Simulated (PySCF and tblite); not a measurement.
Results of a calculation; reference values are marked as such.
Barrier and rate of a rearrangement

System: C6H6O3, numbered as in [CH3:1][CH2:2][C:3](=[O:4])[C:5]#[C:6][C:7](=[O:8])[OH:9].

Motion: shift of H on O9 from O9 to O8. Level: PBE0/pcSseg-1 + D3(BJ) on PBE0-D3(BJ)/def2-SVP stationary points, with GFN2-xTB thermal terms. Rates follow Eyring's equation with the number of equivalent paths and no tunnelling. Run with tblite and PySCF.

```tsv
point	symmetry	E(GFN2) kcal/mol	E(DFT) kcal/mol	ZPE change kcal/mol	lowest mode cm⁻¹	dipole D
start	C1	0.0	0.0	0.00	26	2.97
saddle	Cs	34.6	33.8	-3.03	1782i	2.92
end	C1	0.0	0.0	0.00	26	2.97
```

```json
{
 "Electronic barrier": "33.8 kcal/mol",
 "Barrier with zero-point energy": "30.8 kcal/mol",
 "ΔH‡ (298 K)": "30.6 kcal/mol",
 "ΔS‡ (298 K, symmetry apart)": "-0.8 cal/(mol K)",
 "Paths": "1 equivalent path",
 "End point": "the same structure with atoms interchanged, or its mirror image",
 "Cost": "7.6 min on 1 thread of Arm Neoverse V1, on a host shared with other jobs (rough), peak memory 0.85 GiB, launched as `OMP_NUM_THREADS=1 python ens_run.py task.json out`"
}
```

```csv
T/K,ΔG‡ kcal/mol,k s⁻¹
500,31.1,0.26
```

ΔG and ΔG‡ leave out symmetry numbers and mirror images; rates count paths: 1 out.

Tunnelling of the moving H, left out here, will speed the real process. In real samples such hydrogens mostly exchange between molecules or through solvent, far faster than by this path.
